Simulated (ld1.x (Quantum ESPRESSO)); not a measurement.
# Au (Z = 79), TM semilocal: configuration errors across variants

* Element: Au
* Generator: ld1.x (Quantum ESPRESSO) 7.5
* Type: norm-conserving Troullier–Martins (semilocal form)
* Functional: PBE
* Relativity: scalar-relativistic
* Frozen core: [Kr] 4d10
* Valence charge: 33
* Reference configuration: 4f14 5s2 5p6 5d10 6s1 6p0
* Partial waves: 5s (bound): rc 0.90 bohr; 5d (bound): rc 2.35 bohr; 4f (bound): rc 0.70 bohr; 5p (bound): rc 1.65 bohr
* Local potential: the p channel
* Core correction: none

Occupied shells without a wave of their own: 6s. They enter only through the test configuration that unscreens the potential.

All-electron excitation energies from the reference (eV): (1) 4f14 5s2 5p6 5d10 6s0 6p0 9.409; (2) 4f14 5s2 5p6 5d9 6s0 6p0 30.617; (3) 4f14 5s2 5p6 5d8 6s0 6p0 64.494; (4) 4f14 5s2 5p5 5d10 6s1 6p0 66.105; (5) 4f14 5s1 5p6 5d10 6s1 6p0 115.231; (6) 4f14 5s2 5p6 5d10 6s0 6p1 5.248; (7) 4f14 5s2 5p6 5d10 6s0.5 6p0 3.773.

A semilocal file is local in each channel, so a ghost entry of none says nothing of the separable form that plane-wave codes build from it.

For the base: The 6s level has no wave, so the channel is fitted at the deeper level alone: the likely source of the large errors.

Errors AE − PS in meV (a dash: test not solved or not reliable):

```csv
change,(1),(2),(3),(4),(5),(6),(7),bound ghosts
base,-156,-235,-330,-177,-150,+31,-70,not determined
wave 5p (bound): rc 1.65 bohr becomes 5p (bound): rc 1.32 bohr,-157,-235,-333,-143,-171,-91,-70,not determined
wave 5p (bound): rc 1.65 bohr becomes 5p (bound): rc 1.48 bohr,-157,-235,-332,-155,-161,-50,-70,not determined
wave 5p (bound): rc 1.65 bohr becomes 5p (bound): rc 1.66 bohr,-156,-235,-330,-177,-150,+31,-70,not determined
wave 5p (bound): rc 1.65 bohr becomes 5p (bound): rc 1.92 bohr,-156,-234,-328,-201,-141,+137,-70,not determined
wave 5p (bound): rc 1.65 bohr becomes 5p (bound): rc 2.08 bohr,-156,-234,-328,-205,-140,+156,-70,not determined
wave 5p (bound): rc 1.65 bohr becomes 5p (bound): rc 2.28 bohr,-156,-234,-329,-194,-141,+94,-70,not determined
wave 5p (bound): rc 1.65 bohr becomes 5p (bound): rc 2.42 bohr,-156,-235,-331,-180,-143,+12,-70,not determined
```

Question: Give the same row for: wave 5p (bound): rc 1.65 bohr becomes 5p (bound): rc 1.04 bohr.

Answer: -157, -235, -333, -134, -180, -119, -70; bound ghosts: not determined.
